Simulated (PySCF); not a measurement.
**Arsenic: a sound run and one with changed settings**

Sound run: As²⁺ [Ar] 3d10 4s2 4p1, As³⁺ [Ar] 3d10 4s2. Calculation: PySCF 2.14, in jorge-DZP-DKH; scalar relativity by spin-free X2C-1e. In the sound run the correlated levels freeze [Ar] 3d10. The sound run starts from symmetry-adapted Hartree-Fock orbitals and uses a fine grid where one is needed.

Changed run: all electrons correlated in a basis built for the valence shell.

```csv
species,method,sound run (hartree),changed run (hartree),converged
As²⁺,MP2,-2257.91355,-2258.47594,yes
As³⁺,MP2,-2256.91298,-2257.47167,yes
```

Ionisation energy of As²⁺:

| method | sound run (eV) | changed run (eV) |
| --- | --- | --- |
| UHF | 27.255 | 27.255 |
| MP2 | 27.227 | 27.328 |
| SCS-MP2 | 27.195 | 27.261 |

A valence basis has no tight correlating functions, so it recovers only part of the core correlation, and not evenly between atom and ion.

For comparison, NIST gives 28.349 ± 0.012 eV between the lowest levels.
